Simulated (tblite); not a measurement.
Record of a relaxation.

Compound: C6H6ClPS.
Numbering: `[Cl:1][c:2]1[p:3][c:4]([CH:5]2[CH2:6][CH2:7]2)[cH:8][s:9]1` (hydrogens: H10 on C5; H11, H12 on C6; H13, H14 on C7; H15 on C8)

Computed with GFN2-xTB (tblite), gas phase: L-BFGS steps from a force-field or distance-geometry start until the largest atomic force falls under 0.01 eV/Å. 12 of its 38 geometries are shown.

Step 0: E = -710.1255 eV, largest atomic force 6.113 eV/Å
```
atom  x, y, z in Å  |  force x, y, z in eV/Å
Cl1     4.354    1.720    0.480   -1.295  -0.587  -0.227
C2      2.875    0.804    0.203   -2.467   0.453  -0.298
P3      1.122    1.080   -0.019    0.042   1.634   0.036
C4      0.379   -0.553   -0.240    2.631  -2.202   0.263
C5     -1.086   -0.565   -0.433    0.084  -0.574  -0.095
C6     -1.872    0.496    0.309   -0.231  -0.021  -0.495
C7     -1.699    0.562   -1.209   -1.299   0.840   0.742
C8      1.303   -1.683   -0.167   -0.438   6.092   0.252
S9      2.966   -0.854    0.121    0.953  -5.000  -0.172
H10    -1.551   -1.570   -0.567    0.459   0.811   0.202
H11    -1.299    1.252    0.886   -0.612  -0.825  -0.265
H12    -2.870    0.190    0.685    0.910   0.446  -0.118
H13    -1.125    1.423   -1.563    0.083  -0.666   0.017
H14    -2.652    0.432   -1.758    0.904  -0.247   0.128
H15     1.151   -2.726   -0.256    0.277  -0.155   0.028
```

Step 3: E = -711.7256 eV, largest atomic force 1.778 eV/Å
```
atom  x, y, z in Å  |  force x, y, z in eV/Å
Cl1     4.230    1.666    0.459   -1.260  -0.549  -0.218
C2      2.751    0.736    0.184    0.648  -1.656   0.008
P3      1.123    1.178   -0.018   -0.245  -0.255  -0.107
C4      0.427   -0.536   -0.233    0.373   1.079   0.043
C5     -1.054   -0.564   -0.439    0.114   0.367  -0.005
C6     -1.871    0.485    0.289    0.115  -0.224   0.384
C7     -1.740    0.598   -1.162    0.403  -0.358  -0.535
C8      1.353   -1.529   -0.154   -0.378  -0.037  -0.087
S9      3.009   -1.077    0.113   -0.138   0.936   0.039
H10    -1.525   -1.534   -0.556    0.249  -0.017   0.013
H11    -1.335    1.201    0.875    0.203   0.169   0.377
H12    -2.825    0.213    0.685   -0.318  -0.195   0.254
H13    -1.118    1.380   -1.562    0.200   0.062  -0.051
H14    -2.612    0.408   -1.763   -0.027  -0.250  -0.175
H15     1.182   -2.617   -0.245    0.061   0.929   0.061
```

Step 7: E = -712.0767 eV, largest atomic force 0.347 eV/Å
```
atom  x, y, z in Å  |  force x, y, z in eV/Å
Cl1     4.096    1.610    0.436    0.038   0.106   0.016
C2      2.732    0.603    0.175   -0.029   0.198   0.001
P3      1.137    1.191   -0.024    0.017   0.153  -0.035
C4      0.445   -0.450   -0.234   -0.040  -0.012  -0.030
C5     -1.028   -0.541   -0.436   -0.001   0.049   0.095
C6     -1.866    0.475    0.303   -0.034   0.114  -0.026
C7     -1.720    0.580   -1.175    0.018   0.059   0.039
C8      1.346   -1.466   -0.156   -0.128  -0.062  -0.042
S9      3.007   -1.089    0.113   -0.151  -0.279  -0.038
H10    -1.478   -1.522   -0.550    0.339  -0.072   0.023
H11    -1.331    1.197    0.905   -0.017  -0.015   0.071
H12    -2.830    0.199    0.706    0.104  -0.122   0.001
H13    -1.098    1.373   -1.568    0.020  -0.012  -0.008
H14    -2.594    0.374   -1.780    0.178  -0.152  -0.016
H15     1.177   -2.526   -0.240   -0.313   0.048  -0.051
```

Step 10: E = -712.1268 eV, largest atomic force 0.280 eV/Å
```
atom  x, y, z in Å  |  force x, y, z in eV/Å
Cl1     4.076    1.619    0.434    0.193   0.054   0.036
C2      2.730    0.600    0.173    0.006  -0.106  -0.025
P3      1.152    1.208   -0.033   -0.228   0.148  -0.053
C4      0.438   -0.425   -0.239    0.173   0.179   0.128
C5     -1.021   -0.526   -0.418    0.089   0.028  -0.071
C6     -1.870    0.493    0.306    0.076  -0.206   0.026
C7     -1.705    0.580   -1.175   -0.133   0.114   0.105
C8      1.310   -1.459   -0.166    0.033  -0.121  -0.002
S9      2.973   -1.110    0.106    0.090  -0.074  -0.008
H10    -1.396   -1.534   -0.544   -0.029   0.002   0.065
H11    -1.330    1.200    0.930   -0.163  -0.066  -0.109
H12    -2.818    0.167    0.713    0.077   0.068  -0.052
H13    -1.087    1.375   -1.572   -0.024  -0.076   0.020
H14    -2.558    0.334   -1.790    0.056  -0.034  -0.028
H15     1.102   -2.513   -0.253   -0.216   0.089  -0.030
```

Step 13: E = -712.1436 eV, largest atomic force 0.169 eV/Å
```
atom  x, y, z in Å  |  force x, y, z in eV/Å
Cl1     4.080    1.620    0.436    0.024  -0.122  -0.006
C2      2.727    0.593    0.169    0.045   0.075  -0.009
P3      1.149    1.225   -0.039    0.165  -0.024   0.026
C4      0.448   -0.405   -0.231   -0.007  -0.038  -0.003
C5     -1.008   -0.520   -0.419    0.038  -0.035  -0.019
C6     -1.865    0.481    0.309   -0.021  -0.044   0.008
C7     -1.709    0.585   -1.167    0.049  -0.108  -0.048
C8      1.302   -1.457   -0.168    0.039   0.081   0.029
S9      2.968   -1.122    0.103    0.019   0.108  -0.003
H10    -1.370   -1.535   -0.536   -0.043   0.041   0.018
H11    -1.343    1.196    0.931   -0.033   0.033  -0.009
H12    -2.810    0.159    0.712   -0.081  -0.047   0.010
H13    -1.085    1.370   -1.572   -0.035   0.024   0.034
H14    -2.542    0.317   -1.797   -0.044   0.004  -0.011
H15     1.053   -2.500   -0.260   -0.117   0.051  -0.016
```

Step 17: E = -712.1529 eV, largest atomic force 0.130 eV/Å
```
atom  x, y, z in Å  |  force x, y, z in eV/Å
Cl1     4.100    1.602    0.437    0.130  -0.002   0.009
C2      2.739    0.599    0.166    0.032  -0.068  -0.005
P3      1.167    1.235   -0.038   -0.055   0.036   0.004
C4      0.456   -0.394   -0.227   -0.010   0.080  -0.007
C5     -0.998   -0.521   -0.418   -0.044   0.015   0.056
C6     -1.869    0.469    0.309   -0.054   0.048  -0.026
C7     -1.706    0.571   -1.170   -0.058   0.050   0.004
C8      1.303   -1.447   -0.165   -0.019   0.012  -0.003
S9      2.971   -1.116    0.101    0.007  -0.077  -0.009
H10    -1.364   -1.533   -0.528    0.014  -0.043  -0.005
H11    -1.360    1.198    0.927   -0.037  -0.011  -0.023
H12    -2.817    0.144    0.711    0.026  -0.051  -0.036
H13    -1.093    1.371   -1.563   -0.027  -0.004   0.016
H14    -2.540    0.307   -1.802    0.004  -0.030   0.000
H15     1.007   -2.478   -0.266    0.091   0.044   0.024
```

Step 20: E = -712.1583 eV, largest atomic force 0.113 eV/Å
```
atom  x, y, z in Å  |  force x, y, z in eV/Å
Cl1     4.130    1.583    0.438    0.020  -0.046  -0.015
C2      2.751    0.596    0.163    0.016  -0.008   0.009
P3      1.179    1.246   -0.036    0.063  -0.004   0.013
C4      0.456   -0.377   -0.227   -0.015   0.012   0.057
C5     -0.999   -0.519   -0.410    0.021   0.051  -0.073
C6     -1.882    0.470    0.304    0.020  -0.063   0.043
C7     -1.711    0.565   -1.172   -0.063   0.050   0.033
C8      1.302   -1.432   -0.162   -0.039   0.011  -0.026
S9      2.973   -1.123    0.097   -0.048   0.045  -0.013
H10    -1.357   -1.537   -0.524    0.057   0.050   0.028
H11    -1.377    1.200    0.922   -0.055   0.028   0.005
H12    -2.821    0.124    0.705   -0.032  -0.006  -0.011
H13    -1.103    1.373   -1.555   -0.009   0.000  -0.032
H14    -2.540    0.295   -1.806   -0.012  -0.037  -0.036
H15     0.994   -2.456   -0.266    0.075  -0.083   0.019
```

Step 24: E = -712.1650 eV, largest atomic force 0.074 eV/Å
```
atom  x, y, z in Å  |  force x, y, z in eV/Å
Cl1     4.174    1.549    0.436   -0.021  -0.022  -0.023
C2      2.772    0.593    0.162   -0.020   0.014   0.009
P3      1.205    1.260   -0.028   -0.022   0.006   0.015
C4      0.457   -0.353   -0.217    0.053  -0.027  -0.027
C5     -0.996   -0.505   -0.411    0.029   0.026   0.041
C6     -1.898    0.462    0.306   -0.032   0.039  -0.031
C7     -1.729    0.567   -1.171    0.044  -0.037  -0.024
C8      1.294   -1.417   -0.163    0.037  -0.046   0.012
S9      2.967   -1.125    0.090    0.034  -0.024   0.001
H10    -1.335   -1.530   -0.514    0.032   0.036  -0.019
H11    -1.412    1.208    0.918   -0.059   0.007   0.035
H12    -2.834    0.096    0.696   -0.012   0.007   0.024
H13    -1.122    1.376   -1.552   -0.062   0.032  -0.026
H14    -2.542    0.274   -1.817    0.005   0.010   0.016
H15     0.995   -2.445   -0.261   -0.004  -0.020  -0.002
```

Step 27: E = -712.1677 eV, largest atomic force 0.069 eV/Å
```
atom  x, y, z in Å  |  force x, y, z in eV/Å
Cl1     4.188    1.530    0.430    0.034   0.045  -0.006
C2      2.778    0.592    0.162   -0.001  -0.069  -0.001
P3      1.214    1.266   -0.023   -0.050  -0.031   0.003
C4      0.464   -0.347   -0.216    0.001   0.010   0.007
C5     -0.989   -0.495   -0.407   -0.007  -0.008   0.030
C6     -1.909    0.462    0.303    0.013   0.010  -0.003
C7     -1.731    0.563   -1.174   -0.016   0.045   0.018
C8      1.295   -1.416   -0.163    0.021  -0.008   0.008
S9      2.969   -1.128    0.086    0.038  -0.008   0.005
H10    -1.319   -1.520   -0.512   -0.011  -0.032  -0.017
H11    -1.438    1.213    0.923   -0.041   0.012  -0.007
H12    -2.842    0.085    0.696    0.039   0.009  -0.032
H13    -1.139    1.383   -1.556   -0.027   0.035  -0.013
H14    -2.542    0.264   -1.820    0.015  -0.023   0.012
H15     0.994   -2.444   -0.259   -0.007   0.013  -0.004
```

Step 30: E = -712.1689 eV, largest atomic force 0.051 eV/Å
```
atom  x, y, z in Å  |  force x, y, z in eV/Å
Cl1     4.196    1.526    0.427   -0.034   0.009  -0.015
C2      2.781    0.588    0.163    0.022   0.020   0.003
P3      1.216    1.264   -0.020    0.046  -0.017   0.014
C4      0.467   -0.346   -0.214   -0.014  -0.023   0.020
C5     -0.987   -0.492   -0.404   -0.002  -0.004  -0.030
C6     -1.912    0.464    0.302    0.013  -0.007   0.014
C7     -1.733    0.566   -1.174    0.009  -0.004   0.001
C8      1.298   -1.417   -0.161   -0.004   0.008   0.001
S9      2.973   -1.131    0.086   -0.010  -0.010  -0.001
H10    -1.315   -1.519   -0.513   -0.015   0.006  -0.004
H11    -1.452    1.218    0.924    0.006   0.032   0.003
H12    -2.842    0.081    0.693   -0.013  -0.014  -0.016
H13    -1.150    1.390   -1.559   -0.007   0.017   0.005
H14    -2.541    0.259   -1.820    0.008  -0.020   0.008
H15     0.995   -2.444   -0.259   -0.005   0.006  -0.004
```

Step 34: E = -712.1694 eV, largest atomic force 0.021 eV/Å
```
atom  x, y, z in Å  |  force x, y, z in eV/Å
Cl1     4.197    1.527    0.423    0.010   0.018  -0.006
C2      2.785    0.585    0.164   -0.001  -0.018  -0.003
P3      1.221    1.262   -0.016   -0.009   0.008   0.009
C4      0.468   -0.346   -0.210    0.009   0.014   0.001
C5     -0.985   -0.490   -0.404    0.005   0.008   0.018
C6     -1.912    0.464    0.303   -0.008   0.002  -0.009
C7     -1.732    0.566   -1.173   -0.003   0.000   0.001
C8      1.299   -1.416   -0.160   -0.005  -0.007   0.003
S9      2.975   -1.134    0.085    0.001  -0.004   0.002
H10    -1.314   -1.516   -0.514   -0.009   0.013  -0.004
H11    -1.459    1.224    0.924    0.003  -0.015  -0.014
H12    -2.843    0.077    0.688    0.003  -0.001  -0.002
H13    -1.157    1.396   -1.559    0.002  -0.004   0.009
H14    -2.538    0.252   -1.818    0.000  -0.003  -0.001
H15     0.992   -2.442   -0.259    0.001  -0.011  -0.004
```

Step 37: E = -712.1696 eV, largest atomic force 0.009 eV/Å
```
atom  x, y, z in Å  |  force x, y, z in eV/Å
Cl1     4.197    1.529    0.421    0.001  -0.001  -0.007
C2      2.787    0.584    0.164    0.000   0.001   0.000
P3      1.222    1.262   -0.013   -0.002  -0.006   0.006
C4      0.469   -0.346   -0.209   -0.003  -0.004   0.003
C5     -0.985   -0.488   -0.403   -0.003   0.000   0.002
C6     -1.913    0.464    0.302   -0.002  -0.001   0.000
C7     -1.732    0.566   -1.173   -0.004   0.004   0.000
C8      1.299   -1.417   -0.160    0.002   0.001   0.002
S9      2.975   -1.136    0.085    0.002   0.004   0.001
H10    -1.315   -1.514   -0.515    0.003   0.000   0.001
H11    -1.460    1.224    0.923    0.000  -0.003  -0.002
H12    -2.844    0.076    0.687    0.000   0.001   0.004
H13    -1.158    1.397   -1.558    0.005   0.002   0.001
H14    -2.538    0.250   -1.818    0.002  -0.001  -0.008
H15     0.992   -2.443   -0.260   -0.002   0.002  -0.002
```

**Question.** Summarise the path.

**Answer.** The energy falls by 47.14 kcal/mol from step 0 to step 37; nine tenths of that is first reached at step 5. It falls at every step. The largest force goes from 6.113 to 0.009 eV/Å. Among the bonds C8–S9 changes most, from 1.880 to 1.717 Å; the atoms move by 0.208 Å rms after alignment.
